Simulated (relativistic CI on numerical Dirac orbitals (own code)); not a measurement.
Radial parameters of I15+

These numbers are calculated, not measured: Dirac-Coulomb-Breit CI, separate exchange-only KLI orbitals for each configuration, QED by a radiative potential, unscaled Slater integrals (own radial code, finite nucleus).

Slater integrals F^k, G^k are unscaled and averaged over j, outside the closed core [Ar] 3d10; ζ comes from projecting the Hamiltonian with its Breit term on Σ l·s of the shell.

- 4s²4p⁶4d²: F^2(4d,4d) = 131960, F^4(4d,4d) = 89375, ζ(4d) = 7656.7 cm⁻¹; <r>(4d) = 0.7706, <r^2>(4d) = 0.6781 (bohr units).
- 4s²4p⁵4d³: ζ(4p) = 70257, F^2(4d,4d) = 132030, F^4(4d,4d) = 89418, F^2(4p,4d) = 136500, G^1(4p,4d) = 172740, G^3(4p,4d) = 109290, ζ(4d) = 7637.8 cm⁻¹; <r>(4p) = 0.726, <r^2>(4p) = 0.5953, <r>(4d) = 0.7701, <r^2>(4d) = 0.6772 (bohr units).
- 4s²4p⁶4d4f: ζ(4d) = 7687.4, F^2(4d,4f) = 126900, F^4(4d,4f) = 83371, G^1(4d,4f) = 146580, G^3(4d,4f) = 95966, G^5(4d,4f) = 69077, ζ(4f) = 536.64 cm⁻¹; <r>(4d) = 0.7705, <r^2>(4d) = 0.6781, <r>(4f) = 0.816, <r^2>(4f) = 0.7648 (bohr units).

Problem. Give the Racah parameters of the d shell in 4s²4p⁶4d².

Solution. B = F²/49 − 5F⁴/441 = 1680 cm⁻¹ and C = 35F⁴/441 = 7093 cm⁻¹.

Averages of the first 10 configurations, taken without configuration mixing, which lowers the lowest level and can move excited configurations by several eV; other configurations of the list can lie among them:

```tsv
Configuration	Parity	States	Average energy above the lowest level (eV)
4s²4p⁶4d²	even	45	7.0
4s²4p⁵4d³	odd	720	95.4
4s²4p⁶4d4f	odd	140	103.8
4s4p⁶4d³	even	240	160.0
4s²4p⁶4d5s	even	20	114.9
4s²4p⁵4d²4f	even	3780	190.8
4s²4p⁶4d5p	odd	60	137.8
4s4p⁶4d²4f	odd	1260	255.7
4s²4p⁶4f5s	odd	28	212.6
4s²4p⁶4d5d	even	100	172.7
```
